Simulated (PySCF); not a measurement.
Zinc: a sound run and one with changed settings

Sound run: Zn [Ar] 3d10 4s2, Zn⁺ [Ar] 3d10 4s1. Computed with PySCF 2.14 in cc-pVTZ-DK (7s6p4d2f1g, 68 functions), with the spin-free X2C one-electron Hamiltonian (Gaussian nucleus). The sound run starts from symmetry-adapted Hartree-Fock orbitals and uses a fine grid where one is needed.

A second run was set up differently.

```json
{"species": "Zn", "method": "UHF", "sound run (hartree)": "-1794.26639", "changed run (hartree)": "-1794.26639", "converged": "yes"}
{"species": "Zn", "method": "TPSS", "sound run (hartree)": "-1795.92896", "changed run (hartree)": "-1807.89030", "converged": "yes"}
{"species": "Zn", "method": "M06-L", "sound run (hartree)": "-1795.84673", "changed run (hartree)": "-1811.08269", "converged": "yes"}
{"species": "Zn⁺", "method": "UHF", "sound run (hartree)": "-1793.98058", "changed run (hartree)": "-1793.98058", "converged": "yes"}
{"species": "Zn⁺", "method": "TPSS", "sound run (hartree)": "-1795.58522", "changed run (hartree)": "-1807.45901", "converged": "yes"}
{"species": "Zn⁺", "method": "M06-L", "sound run (hartree)": "-1795.50005", "changed run (hartree)": "-1810.54783", "converged": "yes"}
```

Ionisation energy of Zn:

```
method  sound run (eV)  changed run (eV)
   UHF           7.777             7.777
```

(1) What was changed?
A. a valence shell is frozen
B. minimal basis
C. angular grid far too coarse
D. all electrons correlated in a valence basis

Answers

(1) C. It used 6 angular points. A coarse angular grid integrates products of high-l functions wrongly, so density functionals can shift, and the SCF can exploit the error; Hartree-Fock and MP2 need no grid.
